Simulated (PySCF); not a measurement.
Vertical excitations of a molecule C₂H₆GeO₂ from TDA-CAM-B3LYP/def2-SVPD (PySCF 2.14.0), as energy in eV (oscillator strength): 3.37 (0.002), 6.08 (0.024), 6.62 (0.016), 6.93 (0.059), 7.17 (0.002), 7.22 (0.015), 7.65 (0.031), 7.73 (0.014), 7.87 (0.163), 8.02 (0.031). Lowest triplet (TDA): 2.67 eV. The structure is a stationary point at PBE-D3(BJ)/def2-SVP. Other conformers were not sampled.

Identify the compound among the candidates.
(A) [CH3][Ge@@H]([OH])[CH]=O
(B) CC(=O)[O][GeH3]
(C) C1C[O][GeH2][O]1
(D) C[O][Ge][O]C

A, [CH3][Ge@@H]([OH])[CH]=O
